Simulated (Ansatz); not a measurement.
Mulliken charges of `C=[N][GeH3]` from B3LYP/def2-TZVPP in Ansatz (PBE0-D4/def2-TZVP geometry).

```json
{"atom": "C1", "x (Å)": "-0.483", "y (Å)": "1.094", "z (Å)": "-0.946", "charge (e)": "-0.095"}
{"atom": "N2", "x (Å)": "0.212", "y (Å)": "0.045", "z (Å)": "-0.948", "charge (e)": "-0.276"}
{"atom": "Ge3", "x (Å)": "0.441", "y (Å)": "-0.901", "z (Å)": "0.640", "charge (e)": "0.255"}
{"atom": "H4", "x (Å)": "-0.985", "y (Å)": "1.520", "z (Å)": "-0.062", "charge (e)": "0.078"}
{"atom": "H5", "x (Å)": "-0.621", "y (Å)": "1.654", "z (Å)": "-1.879", "charge (e)": "0.101"}
{"atom": "H6", "x (Å)": "-0.310", "y (Å)": "-0.196", "z (Å)": "1.793", "charge (e)": "-0.040"}
{"atom": "H7", "x (Å)": "1.947", "y (Å)": "-0.957", "z (Å)": "0.928", "charge (e)": "-0.012"}
{"atom": "H8", "x (Å)": "-0.110", "y (Å)": "-2.315", "z (Å)": "0.417", "charge (e)": "-0.012"}
```

Task: By hand: the dipole of these point charges (1 e Å = 4.8032 D).

Result: Σ q r = (-0.049, -0.013, 0.232) e Å, of length 0.237 e Å = 1.14 D.

Task: How does the dipole of the full density compare? (Estimate.)

Result: The calculation gave: (-0.152, 0.159, 0.186) e Å, 1.38 D; the point charges give 0.83 times that, at 45° from its direction.

Point charges leave out the atoms' own dipoles, such as those of lone pairs, and Mulliken's split depends on the basis, so the two needn't agree.

B3LYP here is the variant with VWN-RPA as its local correlation; programs differ in this.
